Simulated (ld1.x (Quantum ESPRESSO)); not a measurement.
**xenon (Xe): excitation energies, all-electron against TM**

ld1.x (Quantum ESPRESSO) 7.5 input, shortened:

```
&input
   title='Xe', zed=54., rel=1, dft='PBE', iswitch=3,
   config='[Kr] 4d10 5s2 5p5'
 /
 &inputp
   pseudotype=2, tm=.true., lloc=0,
   nlcc=.true.
 /
3
5P  2  1   5.00   0.00  1.65  1.65  0.0
4D  3  2  10.00   0.00  1.20  1.20  0.0
5S  1  0   2.00   0.00  1.60  1.60  0.0
 &test
   configts(1)='4d10 5s2 5p5'
 /
```

Energies are relative to the spin-unpolarised reference configuration 4d10 5s2 5p5; without spin polarisation the order of configurations can differ from experiment.

(1) Give the all-electron excitation energy and the error of the potential for: 4d10 5s2 5p6; 4d10 5s2 5p4; 4d10 5s2 5p3; 4d10 5s1 5p6; 4d9 5s2 5p6; 4d10 5s2 5p5.5; 4d10 5s2 5p2.

## Answers

(1)

| valence configuration | charge | ΔE all-electron (eV) | error AE − PS (meV) |
| --- | --- | --- | --- |
| 4d10 5s2 5p6 | 0 | -12.537 | +6.5 |
| 4d10 5s2 5p4 | +2 | 21.751 | -1.9 |
| 4d10 5s2 5p3 | +3 | 53.473 | +4.4 |
| 4d10 5s1 5p6 | +1 | 12.146 | -2.7 |
| 4d9 5s2 5p6 | +1 | 55.175 | -577 |
| 4d10 5s2 5p5.5 | +0.5 | -7.366 | +3.0 |
| 4d10 5s2 5p2 | +4 | 95.788 | +20 |
